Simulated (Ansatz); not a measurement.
Start from `C[CH2][Ge]([F])([F])[F]` and change one atom or group to get `[OH][Ge]([F])([F])[F]`.

Ansatz, PBE0-D4/def2-TZVP geometries, multiplicity 1. Each molecule was computed in one conformer, which needn't be the lowest.

Scalar relativity is left out up to krypton.

| property | `C[CH2][Ge]([F])([F])[F]` |
| --- | --- |
| HOMO energy (PBE0/def2-TZVPP) / eV | -9.72 |
| LUMO energy (ωB97M-V/def2-TZVPP) / eV | 1.69 |
| size of the dipole moment (PBE/def2-TZVPP) / D | 3.80 |
| HOMO energy (ωB97M-V/def2-TZVPP) / eV | -11.96 |
| HOMO energy (B3LYP/def2-TZVPP) / eV | -9.52 |
| ideal-gas entropy at 298 K and 1 bar (rigid rotor, harmonic PBE0-D4/def2-TZVP) / J/(mol·K) | 379 |

(1) What does the change do to each property? (Estimate.)

Answers

(1) Computed: 
| property | `[OH][Ge]([F])([F])[F]` | shift |
| --- | --- | --- |
| HOMO energy (PBE0/def2-TZVPP) / eV | -10.70 | -0.98 |
| LUMO energy (ωB97M-V/def2-TZVPP) / eV | 0.73 | -0.96 |
| size of the dipole moment (PBE/def2-TZVPP) / D | 2.16 | -1.64 |
| HOMO energy (ωB97M-V/def2-TZVPP) / eV | -13.21 | -1.25 |
| HOMO energy (B3LYP/def2-TZVPP) / eV | -10.40 | -0.88 |
| ideal-gas entropy at 298 K and 1 bar (rigid rotor, harmonic PBE0-D4/def2-TZVP) / J/(mol·K) | 340 | -39 |

With PBE0 the HOMO falls by 0.98 eV and the LUMO falls by 1.12 eV, so the gap narrows by about 0.14 eV. PBE moves the HOMO by -0.52 eV and ωB97M-V by -1.25 eV. The zero-point energy changes by -136.8 kJ/mol with -15 modes. Dipoles are sizes alone; their direction can turn. Modes under 60 cm⁻¹, often nearly free rotors, make the harmonic entropy too high.

Positive LUMOs are unbound, so they and the gaps depend on the basis.

B3LYP here is the variant with VWN-RPA as its local correlation; programs differ in this.
